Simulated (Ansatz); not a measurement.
Reaction (ligand exchange at a Zn–N bond): `C[N](C)[Zn][F]` + `O[SiH3]` → `[F][Zn][O][SiH3]` + `CNC`

Gas-phase electronic energies from Ansatz, PBE0-D4/def2-TZVP geometries. CCSD(T)/CBS is the MP2 limit (def2-TZVPP, def2-QZVPP) plus CCSD(T) − MP2 in def2-TZVPP, frozen cores. DFT in def2-TZVPP. B3LYP here is the variant with VWN-RPA as its local correlation; programs differ in this. For Zn outer-core shells are correlated without core-valence functions, which leaves a few kJ/mol of doubt a bond. Scalar relativity is left out up to krypton. Each species was taken in one conformer, which may not be the lowest.

```tsv
level	ΔE (kcal/mol)	difference from CCSD(T)/CBS
revPBE-D4	-9.4	3.3
r2SCAN-D4	-11.1	1.6
r2SCAN0-D4	-12.1	0.6
ωB97X-V	-12.2	0.5
PBE	-9.9	2.8
revPBE	-10.6	2.1
B3LYP	-12.1	0.6
r2SCANh	-11.7	1.0
r2SCAN0	-12.2	0.5
BHLYP	-13.9	-1.2
CCSD/def2-SVP	-16.1	-3.4
MP2/def2-TZVPP	-11.4	1.3
CCSD(T)/def2-TZVPP	-12.3	0.4
MP2/def2-QZVPP	-11.9	0.8
SCS-MP2/def2-QZVPP	-13.2	-0.5
HF/CBS(def2)	-18.5	-5.8
CCSD(T)/CBS	-12.7	0
```

Q: What do rigid-rotor, harmonic-oscillator terms from PBE0-D4/def2-TZVP frequencies (298.15 K, 1 bar) make of the CCSD(T)/CBS value? (An estimate is asked.)

A: Computed: ΔZPE = +1.3 kcal/mol, ΔH = -11.6 kcal/mol, ΔS = 0 J/(mol·K), ΔG = -11.6 kcal/mol. Modes under 50 cm⁻¹ make the entropy rough.

Largest T1 diagnostic among the species: 0.017.

Leaving LDA and LC-ωPBE aside and taking each functional with its dispersion term where it has one, the values, not all of them listed here, spread over 4.0 kcal/mol, from BHLYP-D4 to PBE-D4. LDA lies +2.3 kcal/mol from PBE without D4. From PBE to PBE0 (25 % exact exchange), in def2-TZVPP and without D4, ΔE moves by −1.5 kcal/mol. At CCSD(T), def2-SVP lies −2.9 kcal/mol from the extrapolated value and def2-TZVPP +0.4 kcal/mol.

CCSD(T)/CBS has its own doubt, a few kJ/mol and more with outer-core shells, so smaller differences from it don't rank the levels.
